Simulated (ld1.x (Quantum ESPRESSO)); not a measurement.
u(r) = r·R(r): atom against pseudo-atom (zinc)

Columns: radius, all-electron u(r) and pseudo u(r) of the 4s shell (level -6.23 eV) of zinc in the configuration [Ne] 3s2 3p6 3d10 4s2 4p0; LDA (PZ), scalar-relativistic, PAW scheme, ld1.x (Quantum ESPRESSO) 7.5.

| r (bohr) | all-electron | pseudo |
| --- | --- | --- |
| 0.123 | -0.1518 | -0.0734 |
| 0.245 | -0.0522 | -0.1452 |
| 0.368 | 0.1832 | -0.2154 |
| 0.490 | 0.2802 | -0.2820 |
| 0.613 | 0.2420 | -0.3453 |
| 0.735 | 0.1291 | -0.4033 |
| 0.858 | -0.0120 | -0.4566 |
| 0.980 | -0.1515 | -0.5038 |
| 1.103 | -0.2782 | -0.5453 |
| 1.225 | -0.3847 | -0.5803 |
| 1.348 | -0.4718 | -0.6095 |
| 1.470 | -0.5390 | -0.6325 |
| 1.593 | -0.5895 | -0.6498 |
| 1.715 | -0.6248 | -0.6615 |
| 1.838 | -0.6476 | -0.6682 |
| 1.960 | -0.6598 | -0.6700 |
| 2.083 | -0.6633 | -0.6675 |
| 2.205 | -0.6597 | -0.6609 |
| 2.328 | -0.6504 | -0.6505 |
| 2.450 | -0.6366 | -0.6366 |
| 2.573 | -0.6193 | -0.6193 |
| 2.695 | -0.5994 | -0.5994 |
| 2.818 | -0.5774 | -0.5774 |
| 2.940 | -0.5543 | -0.5543 |
| 3.063 | -0.5300 | -0.5300 |
| 3.185 | -0.5055 | -0.5055 |

(1) How many radial nodes do the two functions have?

(2) At about which radius was the pseudo-wave matched?

(3) Is the pseudo-wave norm-conserving?

## Answers

(1) The all-electron 4s function has n − l − 1 = 3 (the table is too coarse to show those close to the nucleus); the pseudo-wave has 0, since the states of the same l below it are removed with the core.

(2) 2.45 bohr. The columns agree to 0.0005 from 2.33 bohr on; several derivatives are matched, so the curves merge somewhat inside the radius.

(3) No, it belongs to a PAW set: the norm inside the radius is not constrained, and the difference is carried by the augmentation charge.
